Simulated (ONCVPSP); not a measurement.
Hardness and transferability of assorted potentials

Generated with ld1.x 7.5 (TM, RRKJ, ultrasoft, PAW), atompaw 4.2 or ONCVPSP 4.0.1. The cutoff is in Ry: for ld1.x and atompaw files where the sum of valence levels is converged to 10 mRy in a Bessel basis, for ONCV files where the hardest occupied wave has 1 mHa per electron of residual kinetic energy. The error is the largest all-electron minus pseudo excitation energy over each file’s own four to seven test configurations (ionisations up to +4, promotions, holes and added fractions of an electron), all of which were solved. The labels leave out finer settings (local radius, basis sizes, second energies), which also bear on the numbers. Spin-polarised tests are not counted. The rows are a selection from randomly drawn settings: files with unsolved tests, undetermined cutoffs or missed reference levels are left out.

A true bound ghost makes a file unfit for plane-wave use even where its test errors are small: the radial tests pick states by their node count and pass the ghost by.

```csv
element,potential,cutoff (Ry),largest error (meV),bound ghosts
N,"ONCV, LDA (Perdew-Wang 92), scalar-relativistic, rc 0.80/2.45/2.40 (spd), local smoothed, core correction yes, reference 2s2 2p2.5, qcut 7.4/5.8/4.3, projectors 3/2/2",59,+5089,s
Ne,"ONCV, PBE, non-relativistic, rc 0.60/1.25/0.95 (spd), local smoothed, core correction yes, reference 2s2 2p4.5, qcut 12.2/9.9/11.2, projectors 1/3/3",147,+93,none
Mg,"ONCV, LDA (Perdew-Zunger), scalar-relativistic, rc 1.45/0.85/1.40 (spd), local smoothed, core correction yes, reference 2s2 2p6 3s2, qcut 8.3/18.7/8, projectors 2/3/1",224,-1.0,none
Cr,"ONCV, PBE, fully relativistic, rc 1.75/0.90/1.05 (spd), local smoothed, core correction yes, reference 3s2 3p6 3d5 4s0.75, qcut 6.4/10.3/7.7, projectors 2/1/2",658,+3.2,none
Rb,"ONCV, LDA (Perdew-Wang 92), scalar-relativistic, rc 2.45/2.60/2.00 (spd), local smoothed, core correction yes, reference 4s2 4p6 5s0.5, qcut 4.2/6.1/4, projectors 2/2/2",14,-0.5,none
Rb,"ONCV, LDA (Perdew-Wang 92), fully relativistic, rc 2.05/2.55/2.45 (spd), local smoothed, core correction no, reference 4s2 4p6, qcut 4.6/6.8/4.5, projectors 2/1/1",17,-21,none
Ag,"ONCV, LDA (Perdew-Wang 92), scalar-relativistic, rc 1.40/1.55/2.00 (spd), local smoothed, core correction no, reference 4s2 4p6 4d10 5p1, qcut 10.6/7.2/6.8, projectors 2/2/1",71,-252,none
I,"ONCV, PBE, non-relativistic, rc 1.95/2.10 (sp), local s, core correction yes, reference 5s2 5p5, qcut 3.3/3.8, projectors 0/1",44,-44,none
Gd,"ONCV, PBE, scalar-relativistic, rc 2.30/2.30/2.45/0.85 (spdf), local smoothed, core correction no, reference 4f7 5s2 5p6 5d1 6s1.5 6p0.5, qcut 6.7/5.7/4.2/24, projectors 2/2/1/3",402,-5.0,"s, p, d"
```

Problem. Fill in the row for Cl: ONCV, PBE, scalar-relativistic, rc 1.10/1.10 (sp), local s, core correction yes, reference 3s2 3p4, qcut 4.6/7.1, projectors 0/1.

Solution. cutoff 95 Ry, largest error +5.3 meV, bound ghosts: none.
